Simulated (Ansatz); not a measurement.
Computed with Ansatz on PBE0-D4/def2-TZVP structures; ΔE is electronic, products minus reactants. CCSD(T)/CBS is the MP2 limit (def2-TZVPP, def2-QZVPP) plus CCSD(T) − MP2 in def2-TZVPP, frozen cores. This one scheme is used for every species. Functionals use def2-TZVPP. B3LYP here is the variant with VWN-RPA as its local correlation; programs differ in this. Elements past krypton have def2 core potentials. For Sn outer-core shells are correlated without core-valence functions, which leaves a few kJ/mol of doubt a bond. One conformer a species, not always the lowest.

`OB[O][SnH3]` + `C[SiH2]N` → `C[SiH2][NH][SnH3]` + `OBO`  (ligand exchange at the Sn–O bond)

Is it downhill or uphill in electronic energy at CCSD(T)/CBS, and by how much? (Estimate.)

Computed: Uphill: ΔE = +23.3 kJ/mol.

What do these levels give: PBE-D4, PBE0-D4, B3LYP-D4, ωB97M-V, r2SCAN, PBE0, MP2/def2-TZVPP, SCS-MP2/def2-TZVPP, CCSD/def2-TZVPP, CCSD(T)/def2-TZVPP, HF/CBS(def2), MP2/CBS(def2)? (An estimate is asked.)

Ansatz gave: PBE-D4 24.3, PBE0-D4 21.8, B3LYP-D4 26.2, ωB97M-V 25.4, r2SCAN 29.1, PBE0 25.3, MP2/def2-TZVPP 20.1, SCS-MP2/def2-TZVPP 23.2, CCSD/def2-TZVPP 22.7, CCSD(T)/def2-TZVPP 22.0, HF/CBS(def2) 32.2, MP2/CBS(def2) 21.3 kJ/mol.

Largest T1 diagnostic among the species: 0.014.

In def2-TZVPP, CCSD(T) changes the Hartree–Fock value by −9.1 kJ/mol (the triples alone add −0.6 kJ/mol) and MP2 by −11.0 kJ/mol. The D4 term adds −6.1 kJ/mol with B3LYP and −3.5 kJ/mol with PBE0; it sums over pairs of atoms, weighted by their polarisabilities, and B3LYP, whose exchange is more repulsive, gets the larger term.
